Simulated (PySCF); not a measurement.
C$_{2}$H$_{3}$O (SMILES [CH2-]C=O), charge -1, singlet, geometry from GFN2-xTB (in this run its highest filled SCF level lies above zero, so its values depend strongly on the basis, on diffuse functions most of all). Base run: PBE/6-311G** (PySCF).

Geometry (Å):
```xyz
6

O      1.1412     0.2728    -0.3783
C      0.0140     0.3090     0.1901
H     -0.1913     1.2075     0.8617
C     -1.0188    -0.5641     0.1335
H     -1.9352    -0.3930     0.6858
H     -0.9742    -1.4659    -0.4625
```
Charge -1, spin multiplicity 1.
All else is at PySCF's defaults.
Base energy -153.07834 Eh.

The base run was repeated with changes; each row names its change, and settings that it needs were set with it.

```json
[
 {"change": "base", "ΔE vs base (µEh)": "0.0", "grid points": "71744", "electrons on the grid": "24.00000"},
 {"change": "grids.becke_scheme = stratmann", "ΔE vs base (µEh)": "-0.5", "grid points": "71744", "electrons on the grid": "24.00000"},
 {"change": "grids.level = 4", "ΔE vs base (µEh)": "-1.5", "grid points": "132600", "electrons on the grid": "24.00000"},
 {"change": "grids.atom_grid = (75, 302)", "ΔE vs base (µEh)": "0.0", "grid points": "86832", "electrons on the grid": "24.00000"},
 {"change": "grids.radi_method = delley", "ΔE vs base (µEh)": "0.1", "grid points": "76712", "electrons on the grid": "24.00000"},
 {"change": "grids.atom_grid = (150, 974)", "ΔE vs base (µEh)": "-1.4", "grid points": "483120", "electrons on the grid": "24.00000"},
 {"change": "grids.level = 7", "ΔE vs base (µEh)": "-1.4", "grid points": "410216", "electrons on the grid": "24.00000"},
 {"change": "grids.atom_grid = (99, 590)", "ΔE vs base (µEh)": "-1.5", "grid points": "193456", "electrons on the grid": "24.00000"},
 {"change": "grids.radi_method = gauss_chebyshev", "ΔE vs base (µEh)": "0.0", "grid points": "69984", "electrons on the grid": "24.00000"},
 {"change": "grids.level = 0", "ΔE vs base (µEh)": "3186", "grid points": "5120", "electrons on the grid": "23.99848"},
 {"change": "grids.prune = dft.gen_grid.treutler_prune", "ΔE vs base (µEh)": "0.0", "grid points": "61952", "electrons on the grid": "24.00000"}
]
```
